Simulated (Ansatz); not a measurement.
Two isomers of C3H6FNSi: A = `NC1(F)C=C[SiH2]1`, B = `F[SiH2]C1C=NC1`.

Program: Ansatz. Geometries: PBE0-D4/def2-TZVP. ΔE: electronic, gas phase. CCSD(T)/CBS adds triple-zeta CCSD(T) − MP2 to the extrapolated MP2 energy (def2 sets, frozen cores). DFT in def2-TZVPP. B3LYP here is the variant with VWN-RPA as its local correlation; programs differ in this. Each species was taken in one conformer, which may not be the lowest.

A:

```xyz
12

N     0.105    1.384   -1.099
C     0.447    0.499   -0.064
F     1.648    0.886    0.582
C     0.557   -0.947   -0.496
C    -0.357   -1.651    0.185
Si   -0.921   -0.153    1.124
H     0.822    1.441   -1.813
H    -0.109    2.313   -0.763
H     1.272   -1.302   -1.240
H    -0.555   -2.710    0.088
H    -0.597   -0.096    2.573
H    -2.313    0.337    0.924
```

B:

Z-matrix (Å, degrees):
```
C
C 1 1.964
N 1 1.478 2 40.7
C 1 1.560 2 48.6 3 -177.5
H 1 1.091 2 122.9 3 87.3
H 1 1.095 2 127.4 3 -82.0
H 2 1.089 3 126.6 1 179.2
Si 4 1.863 1 114.0 2 115.7
H 4 1.094 1 115.8 2 -113.9
F 8 1.602 4 109.9 1 -165.7
H 8 1.484 4 110.4 1 75.4
H 8 1.483 4 109.7 1 -47.0
```

Q: Which isomer does CCSD(T)/CBS put lower? Give the gap. (Estimate.)

A: Computed: B, by 149.0 kJ/mol.

Q: Give E(B) − E(A) in kJ/mol with B3LYP, B2PLYP, PBE-D4, ωB97M-V, HF/def2-TZVPP, B3LYP-D4, MP2/def2-TZVPP. (Estimate.)

A: The calculation gave: B3LYP -140.8, B2PLYP -147.6, PBE-D4 -129.1, ωB97M-V -139.7, HF/def2-TZVPP -156.8, B3LYP-D4 -139.0, MP2/def2-TZVPP -159.0. None reverses the order clearly.

Largest T1 diagnostic: 0.012.

From PBE to PBE0 (25 % exact exchange), in def2-TZVPP and without D4, E(B) − E(A) moves by −5.2 kJ/mol.
